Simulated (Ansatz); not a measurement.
`C1[SiH2]CS1`. The species carries charge 0 and has multiplicity 1.

Cartesian coordinates in Å:
```
C -1.289 -0.299 0.359
Si 0.439 -0.800 -0.187
C 0.905 1.021 -0.137
S -0.882 1.425 -0.114
H -2.126 -0.695 -0.214
H -1.502 -0.382 1.426
H 0.442 -1.328 -1.576
H 1.201 -1.739 0.686
H 1.407 1.430 -1.013
H 1.406 1.367 0.768
```

(1) List the harmonic frequencies (cm⁻¹, unscaled) at PBE0-D4/def2-TZVP in Ansatz. (Best estimate.)

(2) Is this a minimum?

(3) Give the ideal-gas thermochemistry at 298.15 K and 1 bar (rigid rotor, harmonic oscillator; point group Cs, symmetry number 1).

(4) And at 400, 500, 600, 800 and 1000 K?

(5) Rotational constants (cm⁻¹)?

## Answers

(1) Ansatz gave: 94, 376, 505, 572, 671, 683, 696, 768, 799, 825, 845, 949, 1018, 1027, 1090, 1107, 1431, 1447, 2199, 2231, 3086, 3086, 3151, 3152.

(2) Yes, all 24 modes are real.

(3) Zero-point energy 190.3 kJ/mol; H(298) − E = 206.3 kJ/mol; entropy 305.3 J/(mol·K), of which translation 165.0, rotation 106.8, vibration 33.4; G(298) − E = 115.2 kJ/mol. Modes under 100 cm⁻¹ are hindered rotations or soft bends, so the harmonic entropy is rough.

(4) 
```csv
T (K),H − E (kJ/mol),S (J/mol/K),G − E (kJ/mol)
400,216.4,334.3,82.7
500,228.5,361.2,47.9
600,242.2,386.1,10.5
800,273.2,430.6,-71.3
1000,307.7,469.1,-161.4
```

(5) 0.266, 0.1431, 0.1016.
